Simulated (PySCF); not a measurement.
A structure optimised at PBE-D3(BJ)/def2-SVP, used in a PySCF frequency run:

```
C
H 1 1.1073
H 1 1.1135 2 108.36
C 1 1.5020 2 112.31 3 -119.53
O 4 1.2255 1 123.64 2 -176.19
H 4 1.1279 5 119.65 1 -178.70
Si 1 1.9077 2 113.92 3 114.94
F 7 1.6389 1 107.05 2 54.41
O 7 1.6536 8 112.14 1 -116.71
H 9 0.9894 7 109.28 8 91.05
H 7 1.4906 8 107.07 9 -121.39
```
Charge 0, spin multiplicity 1.

Task: Write its SMILES and formula.

Result: O=CC[Si@H](O)F, C2H5FO2Si

Task: What are its rotational constants (standard atomic weights)?

Result: 4.2464, 2.1671, 1.8695 GHz
